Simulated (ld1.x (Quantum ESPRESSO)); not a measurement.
chromium (Cr): one change to a TM potential, before and after

chromium, norm-conserving Troullier–Martins (Kleinman–Bylander form), made with ld1.x (Quantum ESPRESSO) 7.5 (PBE, scalar-relativistic). Core [Ne] 3s2, reference 3p6 3d5 4s1 4p0. Waves: 4s (bound): rc 2.15 bohr; 3d (bound): rc 2.05 bohr; 3p (bound): rc 1.40 bohr. Local part: the p channel. Core correction: a·sin(br)/r model core inside 1.00 bohr.

Change: wave 4s (bound): rc 2.15 bohr becomes 4s (bound): rc 2.40 bohr.

Cutoffs: the cutoffs (Ry, on a coarse ladder) from which the occupation-weighted sum of valence levels, in a spherical-Bessel basis at the reference potential, stays within 10 and 1 mRy of its value at 400 Ry; they do not see the model core or the augmentation charge, which bear on the density cutoff. Errors are all-electron minus pseudo energies relative to the spin-unpolarised reference configuration.

**Question.** What does the change do?

**Answer.** The potential gets neither clearly harder nor softer (60 Ry and 100 Ry → 60 Ry and 100 Ry); both files keep a bound ghost (s); of the 7 tests that both files solve, the error grows in 2 and shrinks in 1 by more than 15 % and 0.3 meV (median size 3.7 → 4.2 meV).

```csv
quantity,base,changed
"cutoff, loose",60 Ry,60 Ry
"cutoff, tight",100 Ry,100 Ry
bound ghosts,s,s
"error for 3p6 3d5 4s0 4p0, meV [ΔE 6.90 eV]",-5.6,-6.6
"error for 3p6 3d4 4s0 4p0, meV [ΔE 22.95 eV]",-2.7,-0.4
"error for 3p6 3d3 4s0 4p0, meV [ΔE 53.70 eV]",+126,+134
"error for 3p6 3d5.5 4s0.5 4p0, meV [ΔE 0.73 eV]",-3.7,-4.2
"error for 3p6 3d4 4s1 4p1, meV [ΔE 3.51 eV]",+27,+26
"error for 3p6 3d5 4s0.5 4p0, meV [ΔE 2.71 eV]",-1.2,-1.4
"error for 3p6 3d4 4s1 4p0, meV [ΔE 7.99 eV]",+0.3,-0.9
```

Changed file: These tests converged, but a pseudo level misses the all-electron one widely, so the file describes the atom poorly there or has found another state: 3p6 3d3 4s0 4p0: empty 4s by 4.1 eV (a node warning on the way). A true bound ghost makes a file unfit for plane-wave use even where its test errors are small: the radial tests pick states by their node count and pass the ghost by.
